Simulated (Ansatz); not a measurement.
The cluster SeS₄⁺, relaxed as a doublet with UKS PBE-D4/def2-SVP in Ansatz, starting from the GFN1-xTB geometry. Force threshold 0.02 eV/Å.

The relaxation made no stability test and no search for a lower SCF solution. Another isomer (doublet) lies 1.33 eV lower at PBE0-D4/def2-TZVP; other spin states weren't run for this one.

Start:

```xyz
5

S    -0.1363   -0.4408   -0.8668
S     1.5961    0.2381    0.2316
S    -1.3265   -0.2228    0.9245
S    -0.6477    0.6034   -2.3435
Se    0.5145   -0.1778    2.0542
```

(1) Estimate the energy that the relaxation releases and the steps that it takes.

(2) Does the start keep its bonding and symmetry?

(3) Predict the relaxed structure.

Results:

(1) 51.7 kJ/mol, in 8 steps; 10 s on 4 threads of Arm Neoverse V1 on a shared host. No frequencies were taken in this run, so the end may be a saddle point.

(2) By distances, no bond broke or formed. The bond that changes most is S1–S2, from 2.16 to 2.47 Å (atoms count from 1). Point group Cs at the start, Cs at the end, both within 0.05 Å.

(3) 
```xyz
5

S    -0.1615   -0.5291   -1.0356
S     1.7364    0.2935    0.3180
S    -1.4233   -0.2039    1.0652
S    -0.6745    0.6328   -2.4301
Se    0.5230   -0.1933    2.0825
```
Bond lengths: 3 × S–S 1.89 to 2.47 Å; 2 × S–Se 2.20 Å.
